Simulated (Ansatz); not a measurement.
Born–Oppenheimer molecular dynamics of AlF2HO (5 atoms, charge 0, multiplicity 1). It goes on from the last frame of an earlier run, with new velocities.

The calculation used Ansatz 0.2.0, RKS revPBE/def2-mTZVP.

* ensemble: NVT, Langevin thermostat
* time step: 0.5 fs
* steps asked: 150
* set temperature: 300 K
* friction: 0.05 /fs
* temperature schedule: 37 steps to 300 K, then 113 steps to 10 K
* seed: 893720

Frames 1 fs apart, positions in Å, forces in eV/Å.

Velocities at 35 fs (Å/ps):

```
Al 1.72 3.48 -1.20
O 1.05 -6.64 -1.26
H -18.86 19.27 -17.26
F -3.15 -7.49 0.91
F 5.53 -9.86 0.07
```

```xyz
5
Properties=species:S:1:pos:R:3:forces:R:3 time_fs=35 energy_less_start_eV=-0.649 T=475
Al -0.056 -0.081 -0.032 0.17 0.11 1.00
O 0.016 -0.016 1.686 1.35 -0.06 -1.48
H -0.715 0.009 2.274 -1.44 0.02 0.97
F 1.437 0.003 -0.741 0.12 -0.03 -0.29
F -1.448 -0.179 -0.920 -0.21 -0.04 -0.19
5
Properties=species:S:1:pos:R:3:forces:R:3 time_fs=36 energy_less_start_eV=-0.670 T=447
Al -0.054 -0.078 -0.033 0.13 0.06 1.00
O 0.016 -0.022 1.683 0.70 -0.03 -0.87
H -0.741 0.027 2.259 -0.81 0.01 0.47
F 1.434 -0.005 -0.740 0.27 -0.01 -0.36
F -1.443 -0.188 -0.920 -0.29 -0.03 -0.24
5
Properties=species:S:1:pos:R:3:forces:R:3 time_fs=37 energy_less_start_eV=-0.677 T=479
Al -0.054 -0.076 -0.034 0.11 0.02 0.94
O 0.017 -0.028 1.680 -0.30 0.06 -0.02
H -0.775 0.047 2.247 0.18 -0.07 -0.24
F 1.432 -0.013 -0.739 0.37 0.00 -0.41
F -1.438 -0.197 -0.921 -0.36 -0.02 -0.28
5
Properties=species:S:1:pos:R:3:forces:R:3 time_fs=38 energy_less_start_eV=-0.664 T=426
Al -0.052 -0.076 -0.033 0.09 -0.02 0.85
O 0.016 -0.033 1.678 -1.01 0.18 0.55
H -0.806 0.066 2.230 0.87 -0.16 -0.65
F 1.431 -0.020 -0.738 0.46 0.01 -0.44
F -1.433 -0.207 -0.922 -0.41 -0.01 -0.30
5
Properties=species:S:1:pos:R:3:forces:R:3 time_fs=39 energy_less_start_eV=-0.660 T=421
Al -0.049 -0.077 -0.032 0.04 -0.05 0.76
O 0.013 -0.038 1.677 -1.14 0.24 0.65
H -0.824 0.080 2.206 0.98 -0.20 -0.64
F 1.430 -0.027 -0.738 0.54 0.02 -0.48
F -1.429 -0.217 -0.922 -0.42 0.00 -0.30
5
Properties=species:S:1:pos:R:3:forces:R:3 time_fs=40 energy_less_start_eV=-0.669 T=307
Al -0.047 -0.078 -0.030 0.05 -0.08 0.68
O 0.011 -0.043 1.677 -0.77 0.21 0.39
H -0.828 0.091 2.177 0.58 -0.16 -0.28
F 1.430 -0.035 -0.738 0.58 0.02 -0.49
F -1.424 -0.226 -0.923 -0.44 0.01 -0.30
5
Properties=species:S:1:pos:R:3:forces:R:3 time_fs=41 energy_less_start_eV=-0.670 T=324
Al -0.045 -0.079 -0.029 0.08 -0.12 0.61
O 0.009 -0.048 1.677 -0.17 0.13 0.00
H -0.826 0.101 2.148 -0.07 -0.06 0.18
F 1.431 -0.042 -0.739 0.60 0.03 -0.49
F -1.420 -0.234 -0.924 -0.44 0.02 -0.29
5
Properties=species:S:1:pos:R:3:forces:R:3 time_fs=42 energy_less_start_eV=-0.654 T=205
Al -0.044 -0.080 -0.029 0.12 -0.14 0.62
O 0.005 -0.052 1.679 0.62 -0.01 -0.52
H -0.823 0.109 2.120 -0.90 0.09 0.69
F 1.431 -0.047 -0.740 0.62 0.03 -0.50
F -1.416 -0.241 -0.924 -0.47 0.02 -0.29
5
Properties=species:S:1:pos:R:3:forces:R:3 time_fs=43 energy_less_start_eV=-0.640 T=188
Al -0.042 -0.081 -0.028 0.13 -0.17 0.62
O 0.004 -0.056 1.681 0.94 -0.07 -0.72
H -0.827 0.115 2.099 -1.25 0.17 0.90
F 1.431 -0.052 -0.741 0.66 0.04 -0.51
F -1.413 -0.246 -0.924 -0.48 0.03 -0.29
5
Properties=species:S:1:pos:R:3:forces:R:3 time_fs=44 energy_less_start_eV=-0.650 T=218
Al -0.039 -0.082 -0.026 0.08 -0.20 0.57
O 0.003 -0.060 1.683 0.36 0.06 -0.41
H -0.843 0.125 2.091 -0.68 0.06 0.62
F 1.432 -0.057 -0.742 0.67 0.04 -0.51
F -1.412 -0.253 -0.923 -0.44 0.04 -0.26
5
Properties=species:S:1:pos:R:3:forces:R:3 time_fs=45 energy_less_start_eV=-0.654 T=265
Al -0.036 -0.082 -0.024 -0.02 -0.23 0.46
O 0.004 -0.064 1.686 -0.64 0.29 0.11
H -0.868 0.134 2.089 0.33 -0.17 0.13
F 1.433 -0.061 -0.745 0.66 0.05 -0.50
F -1.412 -0.260 -0.921 -0.34 0.06 -0.20
5
Properties=species:S:1:pos:R:3:forces:R:3 time_fs=46 energy_less_start_eV=-0.639 T=301
Al -0.032 -0.082 -0.021 -0.10 -0.27 0.38
O 0.004 -0.068 1.690 -1.32 0.47 0.38
H -0.890 0.143 2.082 1.02 -0.34 -0.16
F 1.436 -0.066 -0.749 0.63 0.05 -0.47
F -1.412 -0.266 -0.920 -0.23 0.09 -0.12
```

Of the whole run (75 fs, mean temperature of the second half 201 K): The schedule's set-point averaged 106 K over the second half and the system 201 K, so it lags behind the ramp. A run of 0.075 ps of so small a system gives no equilibrium averages.

Run time: 87 s on 1 thread of AMD EPYC 9R45 96-Core Processor (Zen 5), on a shared host, peak memory 0.15 GiB.
